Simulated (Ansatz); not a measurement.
Total energies of B(phosphinine)H3 (C₅H₈BP) from Ansatz at revPBE-D4/def2-TZVP, gas phase (1 Eh = 27.2114 eV = 2625.5 kJ/mol). The reference geometry is relaxed at PBE0-D4/def2-SVP.

```tsv
state	geometry	energy (Eh)
charge 0 singlet	reference	-561.53278
charge 1 doublet	reference	-561.20328
free B atom (doublet)	–	-24.65285
free P atom (quartet)	–	-341.20088
free C atom (triplet)	–	-37.84560
free H atom (doublet)	–	-0.50412
```

Work out the vertical ionisation energy to the doublet.

E(charge 1 doublet) − E(charge 0 singlet) = -561.20328 − (-561.53278) = 0.32950 Eh = 8.97 eV. For comparison, −ε of the highest occupied level is 6.33 eV at this level, 2.64 eV less.

What is the binding energy per atom against free atoms?

Atoms: 1 × (-24.65285) + 1 × (-341.20088) + 5 × (-37.84560) + 8 × (-0.50412) = -559.11469 Eh. Binding: -559.11469 − (-561.53278) = 2.41809 Eh = 65.80 eV, or 4.39 eV for each of 15 atoms (no zero-point energy, no counterpoise term).
